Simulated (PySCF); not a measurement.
## Orbital picture of SiI⁻

MN15 at R = 2.655 Å; Si def2-TZVPPD, I def2-TZVPPD with ECP28; scalar-relativistic core potentials (PySCF 2.14). State: ³Σ⁻ (triplet), unpaired electrons π ↑↑. Only the outer orbitals are listed, counted within each symmetry, core potentials removing the inner ones.

```csv
spin,orbital,occ.,ε (eV),on Si (%),main shells (%)
α,7σ,1,-14.81,7,93 I s
α,8σ,1,-7.65,81,"80 Si s, 17 I p"
α,4π,1,-3.46,9,"91 I p, 8 Si p"
α,4π,1,-3.46,9,"91 I p, 8 Si p"
α,9σ,1,-3.32,42,"57 I p, 24 Si p, 17 Si s"
α,5π,1,-0.21,86,"85 Si p, 8 I p"
α,5π,1,-0.21,86,"85 Si p, 8 I p"
α,10σ,0,3.68,35,"56 I p, 32 Si p"
α,11σ,0,4.43,94,"108 Si s, 53 I p"
α,6π,0,4.76,-3,104 I p
β,7σ,1,-14.74,4,96 I s
β,8σ,1,-6.40,61,"60 Si s, 35 I p"
β,4π,1,-3.24,4,96 I p
β,4π,1,-3.24,4,96 I p
β,9σ,1,-2.81,48,"48 I p, 27 Si s, 21 Si p"
β,5π,0,3.71,75,"72 Si p, 13 I d, 11 I p"
β,5π,0,3.71,75,"72 Si p, 13 I d, 11 I p"
β,10σ,0,3.91,22,"91 I p, 26 Si p"
```

Problem. Which are the highest filled and the lowest empty level, where do they sit, and how wide is the gap?

Solution. Highest filled α 5π at -0.21 eV (in %: 85 Si p, 8 I p); lowest empty α 10σ at 3.68 eV (in %: 56 I p, 32 Si p); the gap at MN15 is 3.89 eV. An empty level above zero is unbound, and its energy depends on the basis.

* bond order (Mayer): 1.27
* ⟨S²⟩: 2.009
* charge on Si (Mulliken, basis-dependent): -0.41
* charge on Si (Löwdin, basis-dependent): -0.53
* dipole moment (positive dipole points towards I; it is taken about the centre of mass and depends on that origin): 4.62 D

Shares are Mulliken populations and can fall outside 0 to 100 %.

Spin–orbit coupling is left out. The state was picked by a PBE0 search and need not be the measured ground state.
